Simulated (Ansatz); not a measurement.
Cartesian coordinates in Å:
```
B -0.1018 0.8691 0.1547
P 0.2380 1.1981 -1.8190
Si -1.3105 -0.2598 -1.2832
B -0.8665 -0.8810 0.4463
Si 0.9952 -0.8387 0.9245
H 1.1549 0.7923 0.5329
H -0.5263 1.7629 0.8193
H 1.2628 0.2117 -1.8746
H -2.6877 0.2618 -1.5351
H -1.7039 -1.1543 1.2507
H 2.1327 -1.1872 0.0394
H 1.4131 -0.7747 2.3440
```

Charge 0, multiplicity 1. The bonds changed during the relaxation, so this is another structure than the one it started from.

Problem. List the CAM-B3LYP/def2-TZVPP orbital energies in eV (the Gaussian-basis code of Ansatz). (Estimate.)

Solution. Ansatz gave: Occupied: -2098.62, -1801.65, -1801.24, -185.96, -184.92, -179.91, -146.24, -145.82, -129.89, -129.86, -129.80, -101.65, -101.53, -101.49, -101.23, -101.11, -101.06, -21.11, -18.53, -16.59, -15.08, -13.86, -12.76, -12.16, -11.69, -10.75, -10.14, -9.08, -8.68, -8.17. Lowest empty: -1.16, 0.35, 1.09, 1.32, 1.68, 1.88, 2.01, 2.47.
